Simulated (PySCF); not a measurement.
A small calculation by hand: oscillator strength and radiative lifetime

Te(Br)(SiH3) (BrH3SiTe), SMILES [SiH3][Te]Br.

Geometry optimised at PBE-D3(BJ)/def2-SVP. This is a generated structure with no PubChem entry under its InChIKey; it may be hypothetical. The def2 effective core potentials stand for the cores of Te; spin–orbit coupling is left out.

TDDFT-PBE0/def2-SVPD (PySCF 2.14.0) puts the first singlet state with f over 0.02 at 5.75 eV (vertical), with the transition dipole (0.000, 0.000, 0.404) in atomic units.

Problem. Find the oscillator strength, the wavelength and the radiative lifetime that this transition would have in vacuum if emission retraced absorption.

Solution. 
|μ|² = 0.1632 au, so |μ| = 1.03 D. ΔE = 5.75/27.211 = 0.2113 hartree. f = (2/3) ΔE |μ|² = 0.023 (the program prints 0.023).
λ = 1239.84/5.75 = 216 nm; ν = 46377 cm⁻¹.
Einstein's coefficient A = 0.6670 ν² f s⁻¹ (ν in cm⁻¹) = 3.3e7 s⁻¹, so τ = 1/A = 30 ns. This state is S6; the lower singlets have f = 0.001, 0.003, 0.007, 0.000, 0.009. The figure is the radiative limit of this one transition; relaxation, internal conversion, crossing to triplets and a medium change what is measured.
